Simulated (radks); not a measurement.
The numbers below are computed, except where a source is named.
Sc3+, configuration [Ar] (the NIST ground configuration). Level of theory: scalar-relativistic Kohn-Sham, LB94 model potential, spin-polarised, spherical densities, finite nucleus; Fermi nuclear charge, rms radius 3.5459 fm (a radial shooting solver on a logarithmic mesh with Libxc functionals). Some entries of the table are withheld. Estimate them.

orbital,occ.,eigenvalue (eV),<1/r> (bohr^-1),<r> (bohr)
1s,2,-4492.435,20.81,0.07282
2s,2,-529.3865,4.295,0.3423
2p,6,-443.5212,4.222,0.3058
3s,2,-94.1416,1.322,(1)
3p,6,-72.7290,1.208,(2)
3d,0,(3),0.9536,1.340
4s,0,-32.6195,0.5267,2.593
4p,0,(4),(5),(6)
4f,0,-14.2161,0.2834,4.044

Answer. 
(1) 3s <r> (bohr): 1.061
(2) 3p <r> (bohr): 1.134
(3) 3d eigenvalue (eV): -41.0304
(4) 4p eigenvalue (eV): -26.9280
(5) 4p <1/r> (bohr^-1): 0.4773
(6) 4p <r> (bohr): 2.878
